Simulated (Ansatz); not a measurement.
`CC(C)(C)F` and `CC(C)(C)Br` differ in one element.

Ansatz, PBE0-D4/def2-TZVP geometries, multiplicity 1. 

Scalar relativity is left out up to krypton.

```tsv
property	`CC(C)(C)F`
HOMO–LUMO gap (ωB97M-V/def2-TZVPP) / eV	13.97
ideal-gas entropy at 298 K and 1 bar (rigid rotor, harmonic PBE0-D4/def2-TZVP) / J/(mol·K)	310
LUMO energy (ωB97M-V/def2-TZVPP) / eV	2.47
HOMO–LUMO gap (PBE/def2-TZVPP) / eV	7.77
HOMO–LUMO gap (B3LYP/def2-TZVPP) / eV	9.62
HOMO energy (ωB97M-V/def2-TZVPP) / eV	-11.50
```

(1) Give the same properties after the change, and the shifts. (Best estimate.)

Answers

(1) Computed: 
```
                                                                                  property  `CC(C)(C)Br`  shift
                                                   HOMO–LUMO gap (ωB97M-V/def2-TZVPP) / eV         12.04  -1.93
ideal-gas entropy at 298 K and 1 bar (rigid rotor, harmonic PBE0-D4/def2-TZVP) / J/(mol·K)           329     19
                                                     LUMO energy (ωB97M-V/def2-TZVPP) / eV          2.06  -0.41
                                                       HOMO–LUMO gap (PBE/def2-TZVPP) / eV          5.41  -2.36
                                                     HOMO–LUMO gap (B3LYP/def2-TZVPP) / eV          7.21  -2.41
                                                     HOMO energy (ωB97M-V/def2-TZVPP) / eV         -9.99   1.51
```

With PBE0 the HOMO rises by 1.41 eV and the LUMO falls by 1.05 eV, so the gap narrows by about 2.46 eV. PBE moves the HOMO by 1.06 eV and ωB97M-V by 1.51 eV.

B3LYP here is the variant with VWN-RPA as its local correlation; programs differ in this.

Spin–orbit coupling is left out; it splits and shifts lone-pair levels of the heavy atoms by tenths of an eV.
